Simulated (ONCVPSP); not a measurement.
**tantalum (Ta), ONCV: configuration errors across variants**

```
Element                 : Ta (Z = 73)
Generator               : ONCVPSP 4.0.1
Type                    : optimised norm-conserving Vanderbilt (ONCV)
Functional              : PBE
Relativity              : scalar-relativistic
Frozen core             : [Kr] 4d10 4f14
Valence charge          : 13
Reference configuration : 5s2 5p6 5d4 6s1
Partial waves           : 5s+6s: rc 1.85 bohr, ncon 3, nbas 8, qcut 5 1/bohr, 2 projectors; 5p: rc 1.85 bohr, ncon 4, nbas 7, qcut 9.5 1/bohr, 2 projectors, debl 0.9 Ha; 5d: rc 2.95 bohr, ncon 5, nbas 10, qcut 4.7 1/bohr, 3 projectors, debl 3.1 Ha
Local potential         : polynomial inside 1.25 bohr (lpopt 5, dvloc0 6 Ha)
Core correction         : Teter function, fcfact 6, rcfact 1.1
```

In the p channel the program set the typed energies aside and used -1.391, 0.250 Ha.

All-electron excitation energies from the reference (eV): (1) 5s2 5p6 5d3 6s2 -2.094; (2) 5s2 5p6 5d3 6s1 6.374; (3) 5s2 5p6 5d3 6s0 21.346; (4) 5s2 5p6 5d3 6s1 6p1 2.085.

Errors AE − PS in meV (a dash: test not solved or not reliable):

| change | (1) | (2) | (3) | (4) | bound ghosts | GHOST(+) flags above zero |
| --- | --- | --- | --- | --- | --- | --- |
| base | +14 | +7.8 | +6.3 | +14 | none | none |
| core correction Teter function, fcfact 6, rcfact 1 | +14 | +7.8 | +6.4 | +14 | none | none |
| core correction Teter function, fcfact 6, rcfact 1.16 | +14 | +7.8 | +6.2 | +14 | none | none |
| core correction Teter function, fcfact 6, rcfact 1.38 | +11 | +6.8 | +3.7 | +12 | none | none |
| core correction Teter function, fcfact 6, rcfact 1.54 | +6.0 | +4.2 | -7.4 | +7.9 | none | none |
| core correction Teter function, fcfact 6, rcfact 1.98 | -12 | -15 | -171 | -12 | none | none |

Task: Give the same row for: core correction Teter function, fcfact 6, rcfact 1.78.

Result: -3.9, -3.9, -67, -2.4; bound ghosts: none; GHOST(+) flags above zero: none.
